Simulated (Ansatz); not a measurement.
Cartesian coordinates in Å:
```
B -0.6070 -1.5176 0.2685
B 0.2298 -0.0954 0.2099
Si -0.3408 1.3048 -0.8544
C 1.4497 0.1732 0.9667
O 2.4022 0.3799 1.5589
H -1.6005 -1.6505 -0.3899
H -0.2660 -2.4427 0.9496
H -1.5596 1.2076 -1.6919
H 0.2922 2.6405 -1.0174
```

Charge 0, multiplicity 1. The bonds changed during the relaxation, so this is another structure than the one it started from.

Problem. List the ωB97M-V/def2-TZVPP orbital energies in eV (Ansatz 0.2.0). (An estimate is asked.)

Solution. Ansatz gave: Occupied: -1807.73, -528.85, -285.43, -187.47, -186.63, -148.82, -103.03, -102.89, -102.84, -35.14, -21.04, -18.29, -17.28, -16.47, -16.13, -15.85, -13.10, -12.45, -11.35, -10.38, -8.59. Lowest empty: -0.90, 0.63, 0.91, 2.04, 2.65, 2.91, 3.62, 3.85.
